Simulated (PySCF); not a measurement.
C₅H₁₂OP₂.
Bonds: O1–C2, C2–P3, P3–C4, C4–P5, P3–C6, C6–C7, C7–C8, C6–C8. Hydrogens: H9 on O1; H10, H11 on C2; H12, H13 on C4; H14, H15 on P5; H16 on C6; H17, H18 on C7; H19, H20 on C8.

The same species was optimised twice, with GFN2-xTB and with PBE0-D3(BJ)/def2-SVP (PySCF), and the same property calculations (PySCF, gas phase) were run on both structures.

```tsv
coordinate	GFN2-xTB	PBE0-D3(BJ)/def2-SVP	change
C2–P3 (Å)	1.878	1.868	-0.010
P3–C6 (Å)	1.832	1.824	-0.008
C6–C7 (Å)	1.503	1.509	+0.006
P3–C4 (Å)	1.860	1.856	-0.004
O1–C2 (Å)	1.406	1.402	-0.004
C6–C8 (Å)	1.503	1.507	+0.004
C4–P5 (Å)	1.863	1.865	+0.002
C7–C8 (Å)	1.491	1.491	0.000
P3–C4–P5 (°)	108.0	111.7	+3.7
C4–P3–C6 (°)	98.5	101.6	+3.1
C2–P3–C6 (°)	97.7	100.1	+2.4
C2–P3–C4 (°)	97.1	97.9	+0.8
P3–C6–C8 (°)	118.0	118.7	+0.7
P3–C6–C7 (°)	118.3	118.7	+0.4
C7–C6–C8 (°)	59.5	59.3	-0.2
O1–C2–P3 (°)	111.0	111.2	+0.2
O1–C2–P3–C4 (°)	-69	-70	-1
C2–P3–C4–P5 (°)	-174	176	-10
C2–P3–C6–C7 (°)	-100	-96	+4
```

Rotational constants: A = 1412, B = 1189, C = 693.0 MHz (GFN2-xTB) against A = 1298, B = 1200, C = 667.8 MHz (PBE0-D3(BJ)/def2-SVP). Point groups within 0.08 Å: C1 and C1.

On the GFN2-xTB structure: HOMO (eV) -6.87 [PBE0/pcSseg-1]; LUMO (eV) 0.34 [PBE0/pcSseg-1]; dipole (D) 0.94 [PBE0/pcSseg-1]; GIAO shielding of O1 (ppm) 311.5 [PBE0/pcSseg-1]; GIAO shielding of C2 (ppm) 113.0 [PBE0/pcSseg-1]; GIAO shielding of P3 (ppm) 346.1 [PBE0/pcSseg-1]; GIAO shielding of C4 (ppm) 167.5 [PBE0/pcSseg-1]; GIAO shielding of P5 (ppm) 510.7 [PBE0/pcSseg-1]; GIAO shielding of C6 (ppm) 176.0 [PBE0/pcSseg-1]; GIAO shielding of C7/C8 (mean) (ppm) 180.8 [PBE0/pcSseg-1].

Problem. What do these properties become on the PBE0-D3(BJ)/def2-SVP structure?

Solution. 
```tsv
property	level	on GFN2-xTB	on PBE0-D3(BJ)/def2-SVP	change
HOMO (eV)	PBE0/pcSseg-1	-6.87	-6.76	+0.11
LUMO (eV)	PBE0/pcSseg-1	0.34	0.36	+0.02
dipole (D)	PBE0/pcSseg-1	0.94	1.11	+0.17
energy, GFN2-xTB geometry as zero (kcal/mol)	PBE0/pcSseg-1	0.0	-2.1	-2.1
GIAO shielding of O1 (ppm)	PBE0/pcSseg-1	311.5	312.6	+1.1
GIAO shielding of C2 (ppm)	PBE0/pcSseg-1	113.0	115.9	+2.9
GIAO shielding of P3 (ppm)	PBE0/pcSseg-1	346.1	337.3	-8.8
GIAO shielding of C4 (ppm)	PBE0/pcSseg-1	167.5	168.3	+0.8
GIAO shielding of P5 (ppm)	PBE0/pcSseg-1	510.7	486.1	-24.6
GIAO shielding of C6 (ppm)	PBE0/pcSseg-1	176.0	176.7	+0.7
GIAO shielding of C7/C8 (mean) (ppm)	PBE0/pcSseg-1	180.8	179.2	-1.6
```

The heavy atoms differ by 0.113 Å rms after alignment. Among bonds between heavy atoms C2–P3 changes most (-0.010 Å). Changes are differences of the printed values. Neither structure is proved a minimum here.
